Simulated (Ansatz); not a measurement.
Cost and result for the atomization energy of `COCC(F)(F)F` (12 atoms, 11 bonds).

```xyz
12

C     1.131   -0.985    0.854
O     0.014   -1.145    0.006
C    -0.881   -0.084    0.002
C    -0.505    1.026   -0.964
F    -1.468    1.958   -0.976
F     0.639    1.638   -0.622
F    -0.356    0.576   -2.209
H     1.825   -0.224    0.487
H     1.640   -1.948    0.881
H     0.815   -0.720    1.871
H    -1.852   -0.464   -0.326
H    -1.001    0.371    0.995
```

Charge 0, multiplicity 1. Geometry: relaxed with PBE0-D4/def2-TZVP. It is one conformer, not always the lowest. Program: Ansatz. All runs use 4 threads of an Arm Neoverse V2 on a shared host. Times are those of one run each, without the atoms' runs, and a repeat can differ threefold. Electronic energies, without spin–orbit coupling; frozen cores. CCSD(T)/CBS adds CCSD(T) − MP2 in def2-TZVPP to the MP2 limit, and its time is that of the two runs behind it. T1 = 0.011. B3LYP takes the VWN-RPA correlation (the form of Gaussian; ORCA's B3LYP/G). HSE06 is the plane-wave form, built on full-range PBE exchange.

CCSD(T)/CBS is a level of theory with its own doubt, some kJ/mol a heavy atom from the limit and from the frozen cores, so smaller differences don't rank the functionals.

```
                            level  functions  wall time
           LDA (SPW92)/def2-TZVPP        287      1.3 s
             revPBE-D4/def2-TZVPP        287      2.1 s
  PBE-D4/def2-TZVPP (with forces)        287      2.6 s
               PBE0-D4/def2-TZVPP        287        3 s
              BHLYP-D4/def2-TZVPP        287      3.3 s
              HSE06-D4/def2-TZVPP        287      3.4 s
          CAM-B3LYP-D4/def2-TZVPP        287      3.6 s
B3LYP-D4/def2-TZVPP (with forces)        287      4.7 s
              PBE-QIDH/def2-TZVPP        287      6.5 s
                 CCSD(T)/def2-SVP        123       15 s
                   MP2/def2-QZVPP        549       29 s
               CCSD(T)/def2-TZVPP        287    8.4 min
                CCSD(T)/CBS(def2)          –    8.8 min
```

(1) What atomization energy does each give, and how far from CCSD(T)/CBS? (An estimate is asked.)

## Answers

(1) Ansatz gave: 
| level | atomization (kcal/mol) | difference from CCSD(T)/CBS | per bond |
| --- | --- | --- | --- |
| LDA (SPW92)/def2-TZVPP | 1351.4 | 213.3 | 19.4 |
| revPBE-D4/def2-TZVPP | 1139.1 | 1.0 | 0.1 |
| PBE-D4/def2-TZVPP (with forces) | 1178.3 | 40.2 | 3.7 |
| PBE0-D4/def2-TZVPP | 1144.1 | 6.0 | 0.5 |
| BHLYP-D4/def2-TZVPP | 1085.9 | -52.2 | -4.7 |
| HSE06-D4/def2-TZVPP | 1145.3 | 7.2 | 0.7 |
| CAM-B3LYP-D4/def2-TZVPP | 1146.5 | 8.4 | 0.8 |
| B3LYP-D4/def2-TZVPP (with forces) | 1133.7 | -4.4 | -0.4 |
| PBE-QIDH/def2-TZVPP | 1131.8 | -6.3 | -0.6 |
| CCSD(T)/def2-SVP | 1087.1 | -51.0 | -4.6 |
| MP2/def2-QZVPP | 1159.8 | 21.7 | 2.0 |
| CCSD(T)/def2-TZVPP | 1108.6 | -29.5 | -2.7 |
| CCSD(T)/CBS(def2) | 1138.1 | 0.0 | 0.0 |

Leaving LDA and LC-ωPBE aside and taking each functional with its dispersion term where it has one, the values spread over 92.3 kcal/mol, from BHLYP-D4 to PBE-D4. LDA lies +178.0 kcal/mol from PBE without D4, its usual overbinding. The D4 term adds +7.8 kcal/mol with B3LYP and +4.1 kcal/mol with PBE0; it sums over pairs of atoms, weighted by their polarisabilities, and B3LYP, whose exchange is more repulsive, gets the larger term. From BLYP to BHLYP (50 % exact exchange), in def2-TZVPP and without D4, the atomization energy moves by −48.4 kcal/mol: exact exchange takes away binding that semilocal exchange gives to molecules.
